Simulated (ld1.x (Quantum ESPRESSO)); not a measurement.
# Before and after: TM potential for Ga

gallium (Ga), norm-conserving Troullier–Martins (Kleinman–Bylander form), made with ld1.x (Quantum ESPRESSO) 7.5 (PBEsol, scalar-relativistic). Core [Ar] 3d10, reference 4s1.5 4p1.5. Waves: 4s (bound): rc 1.70 bohr; 4p (bound): rc 1.65 bohr. Local part: the p channel. Core correction: none.

Change: wave 4s (bound): rc 1.70 bohr becomes 4s (bound): rc 1.08 bohr.

Cutoffs: the cutoffs (Ry, on a coarse ladder) from which the occupation-weighted sum of valence levels, in a spherical-Bessel basis at the reference potential, stays within 10 and 1 mRy of its value at 400 Ry; they do not see the model core or the augmentation charge, which bear on the density cutoff. Errors are all-electron minus pseudo energies relative to the spin-unpolarised reference configuration.

Predict the effect on cutoff, ghosts and configuration errors.

The potential gets harder (25 Ry and 40 Ry → 200 Ry and 230 Ry); both files keep a bound ghost (s); of the 7 tests that both files solve, the error grows in 4 and shrinks in 1 by more than 15 % and 0.3 meV (median size 3.8 → 5.9 meV). A smaller radius makes the pseudo-wave follow the all-electron one further in, where it bends more sharply, so more plane waves are needed.

| quantity | base | changed |
| --- | --- | --- |
| cutoff, loose | 25 Ry | 200 Ry |
| cutoff, tight | 40 Ry | 230 Ry |
| loose cutoff by channel (10 mRy a level) | s 12 Ry, p 6 Ry | s 180 Ry, p 6 Ry |
| bound ghosts | s | s |
| error for 4s2 4p1, meV [ΔE -3.24 eV] | +3.6 | +3.9 |
| error for 4s2 4p0, meV [ΔE 2.44 eV] | +5.0 | +5.9 |
| error for 4s1 4p0, meV [ΔE 23.58 eV] | -10 | -13 |
| error for 4s0 4p3, meV [ΔE 10.15 eV] | +47 | +156 |
| error for 4s1 4p1, meV [ΔE 9.85 eV] | -3.6 | -2.7 |
| error for 4s1 4p2, meV [ΔE 3.31 eV] | +3.8 | +6.5 |
| error for 4s2 4p1.3, meV [ΔE -3.77 eV] | +2.3 | +2.6 |

 A true bound ghost makes a file unfit for plane-wave use even where its test errors are small: the radial tests pick states by their node count and pass the ghost by.
